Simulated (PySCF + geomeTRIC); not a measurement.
Computed with TPSS-D3(BJ)/def2-SVP (PySCF + geomeTRIC). fastk is a local helper that only speeds up exchange builds. No frequencies were computed at this level.

```python
import json, numpy as np
from pyscf import gto, dft
from fastk import lowrank_exchange
atoms = """
Zr    -0.113198     0.200050     0.126264
S     -2.525777    -0.030220    -0.270711
H     -2.721182    -0.711169     0.867865
S      0.219994    -0.783747     2.353182
H      0.796195    -1.892319     1.863434
S      0.772934    -1.535709    -1.369467
H     -0.442813    -2.000168    -1.689095
S      0.993490     2.278203    -0.559737
H      1.456119     1.733913    -1.695764
"""
def scf(charge, spin, dm0=None):
    mol = gto.M(atom=atoms, basis='def2-svp', ecp={'Zr': 'def2-svp'}, charge=charge, spin=spin, verbose=3, max_memory=10080)
    mf = dft.KS(mol, xc='tpss').density_fit(auxbasis="def2-universal-jkfit")
    mf.disp = 'd3bj'
    mf.grids.level = 3
    mf.conv_tol = 1e-8
    mf.max_cycle = 120
    mf.level_shift = 0.25
    mf.kernel(dm0)
    if not mf.converged:
        mf = mf.newton().run(mf.mo_coeff, mf.mo_occ).undo_soscf()
    return mf
mf = scf(0, 0)
from pyscf.geomopt.geometric_solver import kernel as optimize
path = []
done, mol = optimize(mf, maxsteps=120, assert_convergence=False, callback=lambda env: path.append((env["energy"], bool(env["g_scanner"].converged))))
res = dict(converged=bool(done and path[-1][1]), energy=path[-1][0], path=[e for e, c in path], xyz=mol.atom_coords(unit="Angstrom").tolist(), nao=mol.nao)
json.dump(res, open("result.json", "w"))
```

Output:

```
converged SCF energy = -1642.03290881836
Geometry optimization cycle 1
converged SCF energy = -1642.03290883371
cycle 1: E = -1642.03290883  dE = -1642.03  norm(grad) = 0.0371167
Geometry optimization cycle 2
converged SCF energy = -1642.03588732641
cycle 2: E = -1642.03588733  dE = -0.00297849  norm(grad) = 0.0107986
Geometry optimization cycle 3
converged SCF energy = -1642.03791814851
cycle 3: E = -1642.03791815  dE = -0.00203082  norm(grad) = 0.00884611
Geometry optimization cycle 4
converged SCF energy = -1642.03821796104
cycle 4: E = -1642.03821796  dE = -0.000299813  norm(grad) = 0.00432323
Geometry optimization cycle 5
converged SCF energy = -1642.03831669863
cycle 5: E = -1642.0383167  dE = -9.87376e-05  norm(grad) = 0.00129611
Geometry optimization cycle 6
converged SCF energy = -1642.03840681316
cycle 6: E = -1642.03840681  dE = -9.01145e-05  norm(grad) = 0.00339557
Geometry optimization cycle 7
converged SCF energy = -1642.03849609484
cycle 7: E = -1642.03849609  dE = -8.92817e-05  norm(grad) = 0.00403711
Geometry optimization cycle 8
converged SCF energy = -1642.03854435971
cycle 8: E = -1642.03854436  dE = -4.82649e-05  norm(grad) = 0.00223858
Geometry optimization cycle 9
converged SCF energy = -1642.03857878209
cycle 9: E = -1642.03857878  dE = -3.44224e-05  norm(grad) = 0.00105006
Geometry optimization cycle 10
converged SCF energy = -1642.03861839041
cycle 10: E = -1642.03861839  dE = -3.96083e-05  norm(grad) = 0.00276095
Geometry optimization cycle 11
converged SCF energy = -1642.0386662606
cycle 11: E = -1642.03866626  dE = -4.78702e-05  norm(grad) = 0.00365249
Geometry optimization cycle 12
converged SCF energy = -1642.03872161647
cycle 12: E = -1642.03872162  dE = -5.53559e-05  norm(grad) = 0.00280464
Geometry optimization cycle 13
converged SCF energy = -1642.03877951734
cycle 13: E = -1642.03877952  dE = -5.79009e-05  norm(grad) = 0.00147498
Geometry optimization cycle 14
converged SCF energy = -1642.03882941281
cycle 14: E = -1642.03882941  dE = -4.98955e-05  norm(grad) = 0.00245869
Geometry optimization cycle 15
converged SCF energy = -1642.0388694189
cycle 15: E = -1642.03886942  dE = -4.00061e-05  norm(grad) = 0.0029136
Geometry optimization cycle 16
converged SCF energy = -1642.03889856883
cycle 16: E = -1642.03889857  dE = -2.91499e-05  norm(grad) = 0.00192694
Geometry optimization cycle 17
converged SCF energy = -1642.03891678443
cycle 17: E = -1642.03891678  dE = -1.82156e-05  norm(grad) = 0.000827645
Geometry optimization cycle 18
converged SCF energy = -1642.03892851081
cycle 18: E = -1642.03892851  dE = -1.17264e-05  norm(grad) = 0.00153765
Geometry optimization cycle 19
converged SCF energy = -1642.03893912489
cycle 19: E = -1642.03893912  dE = -1.06141e-05  norm(grad) = 0.00210997
Geometry optimization cycle 20
converged SCF energy = -1642.03894762345
cycle 20: E = -1642.03894762  dE = -8.49856e-06  norm(grad) = 0.0018085
Geometry optimization cycle 21
converged SCF energy = -1642.03895649641
cycle 21: E = -1642.0389565  dE = -8.87296e-06  norm(grad) = 0.000996336
Geometry optimization cycle 22
converged SCF energy = -1642.03896278376
cycle 22: E = -1642.03896278  dE = -6.28735e-06  norm(grad) = 0.00115552
Geometry optimization cycle 23
converged SCF energy = -1642.0389706803
cycle 23: E = -1642.03897068  dE = -7.89655e-06  norm(grad) = 0.0012271
Geometry optimization cycle 24
converged SCF energy = -1642.03897439191
cycle 24: E = -1642.03897439  dE = -3.71161e-06  norm(grad) = 0.000606433
Geometry optimization cycle 25
converged SCF energy = -1642.03897359871
cycle 25: E = -1642.0389736  dE = 7.93207e-07  norm(grad) = 0.000379381
Geometry optimization cycle 26
converged SCF energy = -1642.03897407568
cycle 26: E = -1642.03897408  dE = -4.76972e-07  norm(grad) = 0.000543672
Geometry optimization cycle 27
converged SCF energy = -1642.03897464458
cycle 27: E = -1642.03897464  dE = -5.68904e-07  norm(grad) = 0.000346479
Geometry optimization cycle 28
converged SCF energy = -1642.03897499385
cycle 28: E = -1642.03897499  dE = -3.49263e-07  norm(grad) = 0.000149686
Geometry optimization cycle 29
converged SCF energy = -1642.03897516823
cycle 29: E = -1642.03897517  dE = -1.74389e-07  norm(grad) = 0.000136154
<class 'geometric.internal.Distance'> : 8
<class 'geometric.internal.Angle'> : 10
<class 'geometric.internal.Dihedral'> : 12
<class 'geometric.internal.TranslationX'> : 1
<class 'geometric.internal.TranslationY'> : 1
<class 'geometric.internal.TranslationZ'> : 1
<class 'geometric.internal.RotationA'> : 1
<class 'geometric.internal.RotationB'> : 1
<class 'geometric.internal.RotationC'> : 1
Step    0 : Gradient = 1.237e-02/1.921e-02 (rms/max) Energy = -1642.0329088337
Step    1 : Displace = 3.830e-02/5.410e-02 (rms/max) Trust = 1.000e-01 (=) Grad = 3.600e-03/7.506e-03 (rms/max) E (change) = -1642.0358873264 (-2.978e-03) Quality = 1.444
Step    2 : Displace = 8.266e-02/1.103e-01 (rms/max) Trust = 1.414e-01 (+) Grad = 2.949e-03/3.737e-03 (rms/max) E (change) = -1642.0379181485 (-2.031e-03) Quality = 1.205
Step    3 : Displace = 3.396e-02/5.215e-02 (rms/max) Trust = 2.000e-01 (+) Grad = 1.441e-03/1.734e-03 (rms/max) E (change) = -1642.0382179610 (-2.998e-04) Quality = 1.283
Step    4 : Displace = 2.086e-02/3.175e-02 (rms/max) Trust = 2.828e-01 (+) Grad = 4.320e-04/5.902e-04 (rms/max) E (change) = -1642.0383166986 (-9.874e-05) Quality = 1.437
Step    5 : Displace = 3.120e-02/5.234e-02 (rms/max) Trust = 3.000e-01 (+) Grad = 1.132e-03/1.408e-03 (rms/max) E (change) = -1642.0384068132 (-9.011e-05) Quality = 1.454
Step    6 : Displace = 4.705e-02/8.054e-02 (rms/max) Trust = 3.000e-01 (=) Grad = 1.346e-03/1.532e-03 (rms/max) E (change) = -1642.0384960948 (-8.928e-05) Quality = 1.260
Step    7 : Displace = 3.461e-02/5.837e-02 (rms/max) Trust = 3.000e-01 (=) Grad = 7.462e-04/1.091e-03 (rms/max) E (change) = -1642.0385443597 (-4.826e-05) Quality = 1.155
Step    8 : Displace = 2.256e-02/3.953e-02 (rms/max) Trust = 3.000e-01 (=) Grad = 3.500e-04/5.101e-04 (rms/max) E (change) = -1642.0385787821 (-3.442e-05) Quality = 1.198
Step    9 : Displace = 2.571e-02/4.972e-02 (rms/max) Trust = 3.000e-01 (=) Grad = 9.203e-04/1.127e-03 (rms/max) E (change) = -1642.0386183904 (-3.961e-05) Quality = 1.187
Step   10 : Displace = 3.360e-02/6.760e-02 (rms/max) Trust = 3.000e-01 (=) Grad = 1.217e-03/1.373e-03 (rms/max) E (change) = -1642.0386662606 (-4.787e-05) Quality = 1.224
Step   11 : Displace = 3.569e-02/7.340e-02 (rms/max) Trust = 3.000e-01 (=) Grad = 9.349e-04/1.266e-03 (rms/max) E (change) = -1642.0387216165 (-5.536e-05) Quality = 1.386
Step   12 : Displace = 3.191e-02/6.502e-02 (rms/max) Trust = 3.000e-01 (=) Grad = 4.917e-04/1.037e-03 (rms/max) E (change) = -1642.0387795173 (-5.790e-05) Quality = 1.495
Step   13 : Displace = 2.854e-02/5.515e-02 (rms/max) Trust = 3.000e-01 (=) Grad = 8.196e-04/1.165e-03 (rms/max) E (change) = -1642.0388294128 (-4.990e-05) Quality = 1.461
Step   14 : Displace = 2.787e-02/4.947e-02 (rms/max) Trust = 3.000e-01 (=) Grad = 9.712e-04/1.299e-03 (rms/max) E (change) = -1642.0388694189 (-4.001e-05) Quality = 1.335
Step   15 : Displace = 2.172e-02/2.953e-02 (rms/max) Trust = 3.000e-01 (=) Grad = 6.423e-04/8.765e-04 (rms/max) E (change) = -1642.0388985688 (-2.915e-05) Quality = 1.127
Step   16 : Displace = 1.478e-02/2.314e-02 (rms/max) Trust = 3.000e-01 (=) Grad = 2.759e-04/5.094e-04 (rms/max) E (change) = -1642.0389167844 (-1.822e-05) Quality = 0.968
Step   17 : Displace = 1.463e-02/2.809e-02 (rms/max) Trust = 3.000e-01 (=) Grad = 5.126e-04/6.051e-04 (rms/max) E (change) = -1642.0389285108 (-1.173e-05) Quality = 0.793
Step   18 : Displace = 2.149e-02/4.504e-02 (rms/max) Trust = 3.000e-01 (=) Grad = 7.033e-04/8.406e-04 (rms/max) E (change) = -1642.0389391249 (-1.061e-05) Quality = 0.651
Step   19 : Displace = 2.982e-02/6.275e-02 (rms/max) Trust = 3.000e-01 (=) Grad = 6.028e-04/8.552e-04 (rms/max) E (change) = -1642.0389476235 (-8.499e-06) Quality = 0.468
Step   20 : Displace = 3.336e-02/6.113e-02 (rms/max) Trust = 3.000e-01 (=) Grad = 3.321e-04/5.989e-04 (rms/max) E (change) = -1642.0389564964 (-8.873e-06) Quality = 0.511
Step   21 : Displace = 2.426e-02/4.508e-02 (rms/max) Trust = 3.000e-01 (=) Grad = 3.852e-04/5.037e-04 (rms/max) E (change) = -1642.0389627838 (-6.287e-06) Quality = 0.417
Step   22 : Displace = 1.402e-02/2.925e-02 (rms/max) Trust = 3.000e-01 (=) Grad = 4.090e-04/5.377e-04 (rms/max) E (change) = -1642.0389706803 (-7.897e-06) Quality = 0.919
Step   23 : Displace = 5.257e-03/1.057e-02 (rms/max) Trust = 3.000e-01 (=) Grad = 2.021e-04/2.701e-04 (rms/max) E (change) = -1642.0389743919 (-3.712e-06) Quality = 0.755
Step   24 : Displace = 5.064e-03/8.905e-03 (rms/max) Trust = 3.000e-01 (=) Grad = 1.265e-04/2.411e-04 (rms/max) E (change) = -1642.0389735987 (+7.932e-07) Quality = -0.212
Step   25 : Displace = 2.527e-03/4.897e-03 (rms/max) Trust = 2.532e-03 (-) Grad = 1.812e-04/2.576e-04 (rms/max) E (change) = -1642.0389740757 (-4.770e-07) Quality = 0.170
Step   26 : Displace = 1.253e-03/2.027e-03 (rms/max) Trust = 1.264e-03 (-) Grad = 1.155e-04/1.522e-04 (rms/max) E (change) = -1642.0389746446 (-5.689e-07) Quality = 0.379
Step   27 : Displace = 1.273e-03/2.329e-03 (rms/max) Trust = 1.264e-03 (=) Grad = 4.990e-05/7.404e-05 (rms/max) E (change) = -1642.0389749938 (-3.493e-07) Quality = 0.188
Step   28 : Displace = 6.452e-04/1.335e-03 (rms/max) Trust = 6.318e-04 (-) Grad = 4.538e-05/6.450e-05 (rms/max) E (change) = -1642.0389751682 (-1.744e-07) Quality = 0.134
Converged! =D
```

Cost: very roughly 22 core-minutes.
